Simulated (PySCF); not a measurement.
Ge(SiH3)2 (GeH₆Si₂), SMILES [SiH3][Ge][SiH3] (connectivity only; charge and spin as stated), neutral, multiplicity 1.

Coordinates come from a PBE-D3(BJ)/def2-SVP optimisation. The structure was generated by enumeration; whether it is a known compound was not checked.

Level of theory: PBE-D3(BJ)/def2-SVP (PySCF).

Frequencies are harmonic and unscaled.

| mode | ν (cm⁻¹) | IR (km/mol) | moving atoms (share of kinetic energy) |
|---|---|---|---|
| 1 | 97 | 1.1 | Si 54 %, H 32 %, Ge 14 % |
| 2 | 104 | 0.0 | H 95 % |
| 3 | 148 | 0.0 | H 85 %, Si 14 % |
| 4 | 228 | 18.8 | H 65 %, Si 24 %, Ge 11 % |
| 5 | 275 | 6.2 | Si 42 %, H 37 %, Ge 20 % |
| 6 | 344 | 9.8 | Si 48 %, H 33 %, Ge 19 % |
| 7 | 364 | 1.0 | H 62 %, Si 30 %, Ge 9 % |
| 8 | 448 | 5.2 | H 91 %, Si 8 % |
| 9 | 511 | 0.6 | H 85 %, Si 13 % |
| 10 | 790 | 277.8 | H 92 %, Si 8 % |
| 11 | 816 | 113.5 | H 92 %, Si 8 % |
| 12 | 865 | 65.9 | H 97 % |
| 13 | 876 | 6.5 | H 98 % |
| 14 | 909 | 33.9 | H 97 % |
| 15 | 911 | 72.0 | H 97 % |
| 16 | 2089 | 73.6 | H 98 % |
| 17 | 2089 | 5.7 | H 97 % |
| 18 | 2129 | 70.1 | H 97 % |
| 19 | 2130 | 67.2 | H 97 % |
| 20 | 2146 | 187.3 | H 96 % |
| 21 | 2149 | 31.4 | H 96 % |
